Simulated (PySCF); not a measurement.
Be: excitation energy

Be [He] 2s2 (1S) → Be [He] 2p2 (3P), as a difference of total energies. All numbers are calculated (PySCF 2.14, scalar relativity by spin-free X2C-1e, in aug-cc-pCVTZ-DK (7s6p4d2f, 59 functions)). Correlated levels: valence: 1s2 frozen; valence and next inner shell: nothing frozen. The calculations carry no spin-orbit coupling.

Q: Order these methods by the excitation energy they give, lowest first.
A. MP2 (valence and next inner shell)
B. r2SCAN
C. LDA
D. PBE0

A: C (5.970 eV), B (6.052 eV), D (6.227 eV), A (7.069 eV).

Errors of the correlated levels include the incompleteness of this basis and the frozen core.

For comparison: 7.401 eV (measured; NIST levels, between the centres of gravity of the two terms).
